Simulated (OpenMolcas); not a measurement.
**Levels of Ag V by method**

| Item | Value |
| --- | --- |
| Program | OpenMolcas 26.06 |
| Basis | ANO-RCC-VQZP [8s7p5d3f2g1h] |
| Scalar Hamiltonian | DKH2, point nucleus |
| Active space | 7 electrons in 5 orbitals (4d) |
| State averaging | 2S+1 = 4 even, 10 roots; 2S+1 = 2 even, 40 roots |
| Spin-orbit coupling | RASSI with atomic mean-field integrals over the reference wave functions, term energies averaged over their components |

Methods on the same reference wave functions:
A. CASSCF
B. SS-CASPT2, IPEA 0.25 Eh, imaginary shift 0.1 Eh (closed shells correlated: 4s 4p)
C. MS-CASPT2, IPEA 0.25 Eh, imaginary shift 0.1 Eh (closed shells correlated: 4s 4p)

Energies in eV above 4d7 4F 9/2, the measured ground level; measured values from the list in Gamrath, thesis, University of Mons (2023).

```tsv
Level	A	B	C	Measured
4d7 4F 9/2	0.0000	0.0000	0.0000	0.0000
4d7 4F 7/2	0.4328	0.439	0.439	0.4576
4d7 4F 5/2	0.7004	0.698	0.698	0.7210
4d7 4F 3/2	0.8675	0.856	0.856	0.8800
4d7 4P 3/2 [65 %]	2.2697	1.872	1.818	1.7611
4d7 4P 5/2	2.3057	1.902	1.903	1.8473
4d7 2G 9/2	2.4013	2.111	2.117	2.0922
4d7 4P 1/2	2.5863	2.188	2.164	2.1161
4d7 2G 7/2	2.8320	2.539	2.539	2.5345
4d7 2H 11/2	3.1940	2.826	2.876	2.7936
4d7 2D 5/2(1)	3.5151	3.054	3.056	3.0204
4d7 2P 1/2	3.6083	3.215	3.056	3.0499
4d7 2H 9/2	3.6374	3.281	3.324	3.2692
4d7 2D 3/2(1) [63 %]	4.2449	3.804	3.752	3.7362
4d7 2F 5/2	5.2245	4.409	4.408	4.2942
4d7 2F 7/2	5.4426	4.637	4.637	4.5371
4d7 2D 3/2(2)	8.1411	7.019	7.023	6.8242
4d7 2D 5/2(2)	8.3516	7.233	7.232	7.0388
```

Deviations, from unrounded energies. A percentage is the sum of absolute deviations over the sum of measured energies, with the sign that they share, or ± where signs differ.

```json
{"Against measurement": "mean absolute deviation (cm-1)", "Levels": "17", "A": "4200", "B": "590", "C": "500"}
{"Against measurement": "fine structure of the ground term (%)", "Levels": "3", "A": "-2.8", "B": "-3.2", "C": "-3.2"}
{"Against measurement": "other terms of the ground configuration (%)", "Levels": "14", "A": "+18.1", "B": "+2.4", "C": "+2.0"}
```

C lies closest to measurement on these levels and A furthest from it. The largest miss of C in the table is 4d7 2D 3/2(2), by +1600 cm-1. The ranking rests on the paired levels alone, and a cruder setting can come out closer through cancelling errors.

Between B and C the level of the table that moves most is 4d7 2P 1/2, by 1300 cm-1 (lowest in C, highest in B). Moves below CASPT2's spread within the term are not significant.

The mean deviations of B to C differ by less than CASPT2's widest spread within a term (890 cm-1), so their order carries little weight.

From A to B the spin-free energies of the other terms of 4d7 shown, above 4F, scale by factors of 0.80 to 0.87, as is usual when dynamic correlation screens the repulsion within a d or f shell.

The lowest spin-free term lies below A's lowest term by 0.457 hartree in B, 0.457 hartree in C.

CASPT2 does not keep the components of a term degenerate, so their means are used; among the terms shown or strongly mixed into the levels shown the widest spread is 890 cm-1 (4d7 2H, B). Without dynamic correlation excited terms often stand tens of per cent too high (terms of higher spin than the ground term too low), and those without a measured partner can miss by more than the paired ones (holds for A). The CASPT2 spread within a term exceeds the gap to the next term for 4d7 2P and 4d7 2H, so the order of their levels is uncertain (holds for B). Measured partners are found by configuration, term and J. A level has none where our copy of the source lacks it or the pairing is in doubt (some pairs that miss far off the trend of their configuration count as doubtful), and it then counts in no deviation. Levels of configurations outside the active space are missing. The table leaves out levels that lie high or whose names do not pair safely across all columns.

A share in square brackets marks a mixed level and gives the weight of the term that names it, the lowest over the columns. A number in round brackets counts repeated terms of one configuration in the order of the reference energies.
